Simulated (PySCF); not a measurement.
A structure optimised at PBE0-D3(BJ)/def2-SVP, used in a PySCF frequency run:

```xyz
10

B      0.1114     0.1786     0.0000
Cl    -1.6149    -0.1327     0.0000
Cl     0.6363     1.8556     0.0000
C      1.1662    -0.9731     0.0000
C      0.6499    -2.4046     0.0000
H      1.8269    -0.7857    -0.8680
H      1.8269    -0.7857     0.8680
H      0.0266    -2.6065     0.8841
H      0.0266    -2.6065    -0.8841
H      1.4761    -3.1310     0.0000
```

Question: Write its SMILES, formula and point group.

Answer: CCB(Cl)Cl, C₂H₅BCl₂, Cs

Question: What are its rotational constants (standard atomic weights)?

Answer: 3.6401, 2.1827, 1.3877 GHz
